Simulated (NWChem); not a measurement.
Program: NWChem. System: H6OSi2, charge 1, spin multiplicity 2, at the geometry of a parent with another charge or spin, in a state set for the comparison that need not be this species' ground state. Its SCF solution wasn't tested for a lower state.

Input file:

```
start mol
memory heap 200 mb stack 900 mb global 1100 mb
charge 1
geometry units angstroms nocenter noautoz noautosym
  Si     0.383541    -1.552620     0.004797
  O     -0.358298    -0.073520    -0.018333
  Si    -0.258710     1.578236     0.002063
  H      0.617256    -1.989644     1.413747
  H     -0.498166    -2.541474    -0.677835
  H      1.697868    -1.485144    -0.705343
  H      0.998274     2.030977    -0.669830
  H     -0.260796     2.075941     1.410180
  H     -1.435700     2.138871    -0.720300
end
basis spherical
  * library def2-tzvp
end
dft
  xc slater vwn_5
  odft
  mult 2
  semidirect memsize 60000000 filesize 0
  iterations 100
end
task dft energy
```

The output up to the point where the run's verdict is printed (cleaned and shortened):

```
             Northwest Computational Chemistry Package (NWChem) 7.3.0
             --------------------------------------------------------

                                NWChem Input Module
                                -------------------

 Scaling coordinates for geometry "geometry" by  1.889725989
 (inverse scale =  0.529177249)

                             Geometry "geometry" -> ""
                             -------------------------

 Output coordinates in angstroms (scale by  1.889725989 to convert to a.u.)

  No.       Tag          Charge          X              Y              Z
 ---- ---------------- ---------- -------------- -------------- --------------
    1 Si                  14.0000     0.38354100    -1.55262000     0.00479700
    2 O                    8.0000    -0.35829800    -0.07352000    -0.01833300
    3 Si                  14.0000    -0.25871000     1.57823600     0.00206300
    4 H                    1.0000     0.61725600    -1.98964400     1.41374700
    5 H                    1.0000    -0.49816600    -2.54147400    -0.67783500
    6 H                    1.0000     1.69786800    -1.48514400    -0.70534300
    7 H                    1.0000     0.99827400     2.03097700    -0.66983000
    8 H                    1.0000    -0.26079600     2.07594100     1.41018000
    9 H                    1.0000    -1.43570000     2.13887100    -0.72030000

 Effective nuclear repulsion energy (a.u.)     157.3701112518

            Nuclear Dipole moment (a.u.)
            ----------------------------
        X                 Y               Z
 ---------------- ---------------- ----------------
    -0.0000264562    -0.0000170075    -0.0000094486


 Summary of "ao basis" -> "" (spherical)
 ------------------------------------------------------------------------------
       Tag                 Description            Shells   Functions and Types
 ---------------- ------------------------------  ------  ---------------------
 *                         def2-tzvp                  on all atoms

                                 NWChem DFT Module
                                 -----------------
[...]
 d= 0,ls=0.5,diis    75   -654.6473920082 -3.66D-05  5.05D-06  2.99D-06    64.3
                                                     2.37D-05  2.12D-05
 d= 0,ls=0.5,diis    76   -654.6474263029 -3.43D-05  7.49D-06  3.28D-06    65.1
                                                     2.33D-05  2.12D-05
 d= 0,ls=0.5,diis    77   -654.6474584954 -3.22D-05  2.08D-05  5.80D-06    65.9
                                                     2.28D-05  2.26D-05
 d= 0,ls=0.5,diis    78   -654.6474745200 -1.60D-05  8.30D-06  3.39D-05    66.7
                                                     2.15D-05  3.48D-05
 d= 0,ls=0.5,diis    79   -654.6475027300 -2.82D-05  4.14D-06  3.19D-05    67.5
                                                     2.19D-05  3.61D-05
 d= 0,ls=0.5,diis    80   -654.6475399258 -3.72D-05  4.74D-06  1.92D-05    68.3
                                                     2.15D-05  3.10D-05
 d= 0,ls=0.5,diis    81   -654.6475702597 -3.03D-05  1.03D-05  2.10D-05    69.1
                                                     2.09D-05  3.13D-05
 d= 0,ls=0.5,diis    82   -654.6475922283 -2.20D-05  3.53D-06  3.48D-05    69.9
                                                     2.10D-05  3.72D-05
 d= 0,ls=0.5,diis    83   -654.6476246581 -3.24D-05  3.65D-06  2.74D-05    70.8
                                                     2.09D-05  3.47D-05
 d= 0,ls=0.5,diis    84   -654.6476554771 -3.08D-05  1.72D-05  2.52D-05    71.6
                                                     2.02D-05  3.34D-05
 d= 0,ls=0.5,diis    85   -654.6476633511 -7.87D-06  9.77D-06  6.18D-05    72.4
                                                     1.91D-05  4.84D-05
 d= 0,ls=0.5,diis    86   -654.6476807301 -1.74D-05  6.16D-06  7.19D-05    73.2
                                                     1.87D-05  5.45D-05
 d= 0,ls=0.5,diis    87   -654.6477040990 -2.34D-05  5.38D-06  7.22D-05    74.0
                                                     1.85D-05  5.60D-05
 d= 0,ls=0.5,diis    88   -654.6477272560 -2.32D-05  5.95D-06  7.45D-05    74.8
                                                     1.82D-05  5.75D-05
 d= 0,ls=0.5,diis    89   -654.6477480883 -2.08D-05  1.16D-05  8.07D-05    75.6
                                                     2.08D-05  6.03D-05
 d= 0,ls=0.5,diis    90   -654.6478014345 -5.33D-05  1.23D-05  3.33D-05    76.5
                                                     1.88D-05  3.95D-05
 d= 0,ls=0.5,diis    91   -654.6478128197 -1.14D-05  6.13D-06  6.29D-05    77.3
                                                     1.82D-05  5.07D-05
 d= 0,ls=0.5,diis    92   -654.6478344064 -2.16D-05  5.02D-06  6.56D-05    78.1
                                                     1.81D-05  5.27D-05
 d= 0,ls=0.5,diis    93   -654.6478592568 -2.49D-05  1.88D-05  6.36D-05    78.9
                                                     1.75D-05  5.24D-05
 d= 0,ls=0.5,diis    94   -654.6478483080  1.09D-05  3.26D-05  1.25D-04    79.7
                                                     1.89D-05  7.71D-05
 d= 0,ls=0.5,diis    95   -654.6477780792  7.02D-05  1.53D-05  2.85D-04    80.4
                                                     1.40D-05  1.42D-04
 d= 0,ls=0.5,diis    96   -654.6477582960  1.98D-05  7.02D-06  3.20D-04    81.2
                                                     1.29D-05  1.65D-04
 d= 0,ls=0.5,diis    97   -654.6477793460 -2.10D-05  3.94D-05  2.93D-04    82.0
                                                     2.53D-05  1.60D-04
 d= 0,ls=0.5,diis    98   -654.6479264435 -1.47D-04  2.97D-05  7.42D-05    82.8
                                                     2.52D-05  6.77D-05
 d= 0,ls=0.5,diis    99   -654.6480055236 -7.91D-05  1.16D-05  1.25D-05    83.6
                                                     2.18D-05  2.86D-05
 d= 0,ls=0.5,diis   100   -654.6480437298 -3.82D-05  6.59D-06  3.30D-06    84.4
                                                     2.05D-05  1.98D-05
```

The run did not converge; its last values are not results. The next line reads: Calculation failed to converge. NWChem stopped with the message: dft energy failed.
